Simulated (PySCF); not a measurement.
A structure optimised at ωB97X-D3(BJ)/def2-SVP, used in a PySCF frequency run:

```
Ga
F 1 1.7449
O 1 1.7616 2 119.31
H 3 0.9649 1 113.95 2 0.00
Cl 1 2.1091 2 118.87 3 180.00
```

**Question.** Write its SMILES, formula and point group.

**Answer.** [OH][Ga]([F])[Cl], ClFGaHO, Cs

**Question.** What are its rotational constants (standard atomic weights)?

**Answer.** 6.1645, 2.8703, 1.9584 GHz
